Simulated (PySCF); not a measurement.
Working out the ionisation energy of O⁺

O⁺ [He] 2s2 2p3 (4S) → O²⁺ [He] 2s2 2p2 (3P). All numbers are calculated (PySCF 2.14, no relativity, point nucleus, in def2-QZVPPD (8s5p4d2f1g, 66 functions)). Frozen: nothing. Energies in hartree (1 hartree = 27.21139 eV):

```
             part  O⁺ (lower)  O²⁺ (upper)
              UHF  -74.376846   -73.106088
MP2 opposite-spin   -0.095319    -0.087135
    MP2 same-spin   -0.033985    -0.016508
```

Question: What does Hartree-Fock give?

Answer: (-73.106088) − (-74.376846) = 1.270758 hartree = 34.579 eV.

Question: What do MP2 and SCS-MP2 (6/5 opposite-spin, 1/3 same-spin) give?

Answer: The opposite-spin parts differ by 0.223 eV and the same-spin parts by 0.476 eV. MP2: 34.579 + (0.223) + (0.476) = 35.278 eV. SCS-MP2: 34.579 + 1.2 × (0.223) + (0.476)/3 = 35.005 eV.

A first-order spin-orbit estimate adds -0.028 eV to MP2 (valence and next inner shell), giving 35.250 eV against 35.121 eV (measured; NIST Atomic Spectra Database, ionization energies).

What remains against the reference includes basis incompleteness and correlation beyond second order.
